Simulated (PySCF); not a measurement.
# Electron correlation in N⁺ (nitrogen, charge +1)

[He] 2s2 2p2, high-spin 3P determinant. Computed with PySCF 2.14 in x2c-SVPall (3s2p1d, 14 functions), with scalar relativity by spin-free X2C-1e. Frozen: 1s2; 4 electrons correlated.

MP2 pair energies summed by pair of shells (mhartree):

```
 pair  energy  share (%)
2s-2p  -31.69       58.4
2s-2s  -17.18       31.7
2p-2p   -5.39        9.9
```

Total MP2 correlation energy: -54.27 mhartree.

Same-spin part -8.76 and opposite-spin part -45.51 mhartree; SCS-MP2 scales them by 1/3 and 6/5 to -57.53 mhartree.

```
  level  correlation energy (mhartree)
   CCSD                         -75.59
    (T)                          -0.83
CCSD(T)                         -76.42
```

Diagnostics: T1 = 0.0055, D1 = 0.0114, largest double amplitude 0.128.

Cost of the coupled-cluster step: 0.09 s of wall time on 1 thread of Neoverse-V1 (shared host), for 4 correlated electrons.
